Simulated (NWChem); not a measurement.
Polarisability of Cl₂Si

```xyz
3

Si     0.0000     0.0000     0.9417
Cl    -1.6401     0.0000    -0.3877
Cl     1.6401     0.0000    -0.3877
```
Charge 0, spin multiplicity 1.

All runs are NWChem calculations. All single points use one geometry, from PBE/def2-SVP, a minimum by its harmonic frequencies.

Basis set: 6-31G*. Static limit. This basis has no diffuse functions, which lowers polarisabilities.

The correlated methods keep 15 core orbitals frozen. B3LYP has NWChem's definition, with VWN1-RPA local correlation. The Pople sets run with spherical d functions. The structure started from a generated list of species. Coupled-cluster values serve here as a point of comparison, not as the truth.

Problem. One of these methods gave an isotropic polarisability of 42.33 bohr³. Which?
(A) BHandHLYP
(B) B3LYP
(C) HF
(D) CCSD linear response

Solution. C, HF. The others give 44.98 (B3LYP), 44.68 (CCSD linear response), 43.59 (BHandHLYP).
